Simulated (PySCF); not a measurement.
C₄H₇FO₂.

```xyz
14

C      0.8539    -1.1063     1.6599
C      0.4086    -0.3872     0.4313
F      1.2203    -0.6193    -0.6471
C     -1.0408    -0.2592     0.0398
O     -1.3157    -0.2893    -1.3190
C     -0.2512     0.9668     0.4602
O      0.0221     1.8814    -0.5234
H      1.8609    -0.7752     1.9557
H      0.1664    -0.8984     2.4920
H      0.8734    -2.1945     1.4933
H     -1.8238    -0.6794     0.6831
H     -0.6571    -0.8598    -1.7379
H     -0.4430     1.4079     1.4456
H     -0.4342     1.5519    -1.3151
```

Geometry: PBE0-D3(BJ)/def2-SVP. The structure was generated by enumeration; whether it is a known compound was not checked. One conformer was computed; it need not be the lowest.

The numbers are results of PySCF with PBE/pcSseg-1, not measurements. Non-relativistic, no solvent.

Computed absolute GIAO shielding of each atom: isotropic value and principal components (ppm):
```json
[
 {"atom": "C1", "σ(iso)": "160.9", "σ11": "145.3", "σ22": "152.8", "σ33": "184.5", "span": "39.2"},
 {"atom": "C2", "σ(iso)": "103.0", "σ11": "60.9", "σ22": "70.4", "σ33": "177.8", "span": "116.9"},
 {"atom": "F3", "σ(iso)": "403.6", "σ11": "375.3", "σ22": "387.7", "σ33": "447.7", "span": "72.4"},
 {"atom": "C4", "σ(iso)": "128.7", "σ11": "98.5", "σ22": "101.5", "σ33": "186.2", "span": "87.8"},
 {"atom": "O5", "σ(iso)": "322.9", "σ11": "289.9", "σ22": "304.4", "σ33": "374.4", "span": "84.5"},
 {"atom": "C6", "σ(iso)": "124.5", "σ11": "83.9", "σ22": "112.4", "σ33": "177.1", "span": "93.1"},
 {"atom": "O7", "σ(iso)": "324.8", "σ11": "282.4", "σ22": "324.0", "σ33": "368.0", "span": "85.6"},
 {"atom": "H8", "σ(iso)": "29.3", "σ11": "25.0", "σ22": "27.1", "σ33": "35.8", "span": "10.8"},
 {"atom": "H9", "σ(iso)": "30.9", "σ11": "26.8", "σ22": "28.8", "σ33": "37.2", "span": "10.4"},
 {"atom": "H10", "σ(iso)": "29.6", "σ11": "25.2", "σ22": "27.4", "σ33": "36.0", "span": "10.8"},
 {"atom": "H11", "σ(iso)": "28.4", "σ11": "22.3", "σ22": "27.6", "σ33": "35.4", "span": "13.1"},
 {"atom": "H12", "σ(iso)": "30.4", "σ11": "19.6", "σ22": "28.6", "σ33": "42.8", "span": "23.3"},
 {"atom": "H13", "σ(iso)": "28.4", "σ11": "22.1", "σ22": "28.3", "σ33": "34.9", "span": "12.8"},
 {"atom": "H14", "σ(iso)": "29.4", "σ11": "18.4", "σ22": "29.4", "σ33": "40.3", "span": "21.9"}
]
```
